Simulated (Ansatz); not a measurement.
Geometry optimisation, Ansatz, RKS PBE-D4/STO-3G.

Input:

```yaml
crystal:
  periodic: [false, false, false]
  atoms:
    - { symbol: O, position_ang: [0.2662, -2.0545, -0.9765] }
    - { symbol: C, position_ang: [1.0111, -1.1413, -1.2949] }
    - { symbol: O, position_ang: [0.8362, 0.1903, -1.0945] }
    - { symbol: C, position_ang: [-0.2992, 0.5682, -0.4585] }
    - { symbol: F, position_ang: [-0.5623, 1.8601, -0.8223] }
    - { symbol: Si, position_ang: [-0.4863, 0.4832, 1.4104] }
    - { symbol: H, position_ang: [2.0074, -1.3203, -1.786] }
    - { symbol: H, position_ang: [-1.1627, 0.0227, -0.9208] }
    - { symbol: H, position_ang: [-1.8186, 0.9246, 1.9437] }
    - { symbol: H, position_ang: [0.5467, 1.3261, 2.0861] }
    - { symbol: H, position_ang: [-0.273, -0.916, 1.9339] }
basis:
  gaussian: { orbitals: STO-3G }
hamiltonian:
  xc: pbe
  dispersion: d4
relax:
  f_tol: 0.02
  max_steps: 40
scf:
  lower_state_search: "off"
```

Launched with:

```bash
$ ansatz run input.yaml --threads 1 --pin off --max-ram 2048MiB --backend cpu --events-out ev --progress --plain --runs-dir out
```

Question: Where does it end, and by what steps?

Answer: The run converged. Limits of this set-up: minimal basis. After 18 steps the energy has fallen by 1.205 eV; O1 moved furthest, 0.97 Å.

| step | energy less start (eV) | largest force component (eV/Å) | accepted |
| --- | --- | --- | --- |
| 0 | 0.0000 | 5.643 | yes |
| 1 | -0.9069 | 2.307 | yes |
| 2 | -0.9090 | 1.571 | yes |
| 3 | -0.7738 | 3.803 | no |
| 4 | -1.0999 | 0.760 | yes |
| 5 | -1.1254 | 0.703 | yes |
| 6 | -1.1398 | 0.295 | yes |
| 7 | -1.1535 | 0.931 | yes |
| 8 | -1.1694 | 0.575 | yes |
| 9 | -1.1815 | 0.186 | yes |
| 10 | -1.1260 | 1.203 | no |
| 11 | -1.1920 | 0.160 | yes |
| 12 | -1.1985 | 0.148 | yes |
| 13 | -1.2012 | 0.113 | yes |
| 14 | -1.2040 | 0.073 | yes |
| 15 | -1.2041 | 0.127 | yes |
| 16 | -1.2047 | 0.052 | yes |
| 17 | -1.2047 | 0.046 | no |
| 18 | -1.2048 | 0.020 | yes |

```xyz
11
Properties=species:S:1:pos:R:3
O -0.042 -1.748 -1.838
C 1.005 -1.135 -1.494
O 1.057 0.038 -0.668
C -0.370 0.466 -0.320
F -0.623 1.667 -1.001
Si -0.480 0.590 1.604
H 2.072 -1.402 -1.750
H -1.014 -0.370 -0.746
H -1.830 0.986 1.977
H 0.474 1.571 2.096
H -0.183 -0.721 2.161
```

Whether the end is a true minimum wasn't checked by a vibrational analysis.

Time of the run: 73 s on 1 thread of Intel(R) Xeon(R) Platinum 8175M CPU @ 2.50GHz (Skylake/Cascade Lake), with other jobs on the host, peak memory 0.16 GiB.
